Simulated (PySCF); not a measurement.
The dipole of `C[Si](Cl)(Cl)c1ccccc1` (MePhSiCl2) from its density and from atomic charges.

Coordinates (PBE0-D3(BJ)/def2-SVP, Å) and charges (e) from the PBE0/pcSseg-1 density (PySCF):

```json
{"atom": "C1", "x": "-2.916", "y": "-0.045", "z": "-0.554", "Mulliken": "-0.6001", "IAO": "-0.7339", "Hirshfeld": "-0.2144", "ESP-fitted": "-0.5362"}
{"atom": "Si2", "x": "-1.710", "y": "-0.041", "z": "0.857", "Mulliken": "+1.0393", "IAO": "+1.0909", "Hirshfeld": "+0.3914", "ESP-fitted": "+0.3716"}
{"atom": "Cl3", "x": "-2.077", "y": "1.645", "z": "2.002", "Mulliken": "-0.3216", "IAO": "-0.3181", "Hirshfeld": "-0.1338", "ESP-fitted": "-0.1809"}
{"atom": "Cl4", "x": "-2.056", "y": "-1.718", "z": "2.021", "Mulliken": "-0.3295", "IAO": "-0.3142", "Hirshfeld": "-0.1207", "ESP-fitted": "-0.1690"}
{"atom": "C5", "x": "0.080", "y": "-0.024", "z": "0.344", "Mulliken": "-0.4062", "IAO": "-0.3089", "Hirshfeld": "-0.1087", "ESP-fitted": "-0.0475"}
{"atom": "C6", "x": "0.614", "y": "1.131", "z": "-0.249", "Mulliken": "-0.0782", "IAO": "-0.1307", "Hirshfeld": "-0.0433", "ESP-fitted": "-0.1246"}
{"atom": "C7", "x": "1.938", "y": "1.163", "z": "-0.678", "Mulliken": "-0.0761", "IAO": "-0.1469", "Hirshfeld": "-0.0442", "ESP-fitted": "-0.1806"}
{"atom": "C8", "x": "2.750", "y": "0.040", "z": "-0.515", "Mulliken": "-0.0830", "IAO": "-0.1361", "Hirshfeld": "-0.0375", "ESP-fitted": "-0.0774"}
{"atom": "C9", "x": "2.235", "y": "-1.111", "z": "0.078", "Mulliken": "-0.0729", "IAO": "-0.1467", "Hirshfeld": "-0.0438", "ESP-fitted": "-0.2052"}
{"atom": "C10", "x": "0.909", "y": "-1.142", "z": "0.505", "Mulliken": "-0.0587", "IAO": "-0.1290", "Hirshfeld": "-0.0445", "ESP-fitted": "-0.0670"}
{"atom": "H11", "x": "-2.767", "y": "0.847", "z": "-1.182", "Mulliken": "+0.1577", "IAO": "+0.1665", "Hirshfeld": "+0.0506", "ESP-fitted": "+0.1632"}
{"atom": "H12", "x": "-2.767", "y": "-0.942", "z": "-1.174", "Mulliken": "+0.1613", "IAO": "+0.1689", "Hirshfeld": "+0.0518", "ESP-fitted": "+0.1695"}
{"atom": "H13", "x": "-3.949", "y": "-0.041", "z": "-0.176", "Mulliken": "+0.1648", "IAO": "+0.1704", "Hirshfeld": "+0.0508", "ESP-fitted": "+0.1686"}
{"atom": "H14", "x": "-0.006", "y": "2.026", "z": "-0.363", "Mulliken": "+0.0950", "IAO": "+0.1484", "Hirshfeld": "+0.0454", "ESP-fitted": "+0.1522"}
{"atom": "H15", "x": "2.341", "y": "2.070", "z": "-1.134", "Mulliken": "+0.1020", "IAO": "+0.1546", "Hirshfeld": "+0.0541", "ESP-fitted": "+0.1502"}
{"atom": "H16", "x": "3.791", "y": "0.066", "z": "-0.848", "Mulliken": "+0.1040", "IAO": "+0.1552", "Hirshfeld": "+0.0548", "ESP-fitted": "+0.1351"}
{"atom": "H17", "x": "2.871", "y": "-1.989", "z": "0.214", "Mulliken": "+0.1021", "IAO": "+0.1550", "Hirshfeld": "+0.0542", "ESP-fitted": "+0.1576"}
{"atom": "H18", "x": "0.513", "y": "-2.044", "z": "0.979", "Mulliken": "+0.1002", "IAO": "+0.1547", "Hirshfeld": "+0.0373", "ESP-fitted": "+0.1204"}
```

Question: What dipole does each set of charges give (1 e·Å = 4.803 D), and what does the density give?

Answer: The full density gives (1.31, -0.02, -2.67) D, 2.97 D in size; dipole vectors point from the negative to the positive end.

```tsv
scheme	μx	μy	μz	size (D)	share of the full size (%)	angle to the full dipole (°)
Mulliken	0.43	-0.11	-3.22	3.25	109	19
IAO	1.18	-0.10	-2.46	2.73	92	2
Hirshfeld	0.69	-0.02	-1.28	1.46	49	2
ESP-fitted	1.34	-0.03	-2.74	3.05	103	0
```

Question: Which set comes closest?

Answer: Length of the difference vector: ESP-fitted 0.08 D, IAO 0.26 D, Mulliken 1.05 D, Hirshfeld 1.52 D. Closest: ESP-fitted. 

Question: What is left for the Hirshfeld atoms' own dipoles?

Answer: The Hirshfeld atoms' densities add up to the full density, so μ = Σ q r + Σ (atomic dipoles). The atomic dipoles sum to (1.31, -0.02, -2.67) − (0.69, -0.02, -1.28) = (0.62, 0.00, -1.39) D, 1.52 D in size.

Question: With the origin at the mean of the coordinates, (-0.011, -0.006, 0.007) Å, which are the largest single terms, by size, of the IAO dipole along the direction of the full one?

Answer: Si2 -7.92, Cl3 +4.15, Cl4 +4.07, C1 +2.74, H16 +1.82 D; all 18 atoms together +2.73 D. The single terms depend on the origin, their sum doesn't.

Question: Give the size of the full dipole in other units.

Answer: 2.97 D = 1.170 au = 0.619 e·Å = 9.92 × 10⁻³⁰ C·m.

Isolated species at its PBE0-D3(BJ)/def2-SVP geometry (one conformer only).

These values come from a run that also computed NMR shieldings. On one thread of an Arm Neoverse V1, no GPU (shared host), this took 49 s wall.

Conformer computed: `[CH3:1][Si:2]([Cl:3])([Cl:4])[c:5]1[cH:6][cH:7][cH:8][cH:9][cH:10]1`: C1–Si2–C5–C6 70°.
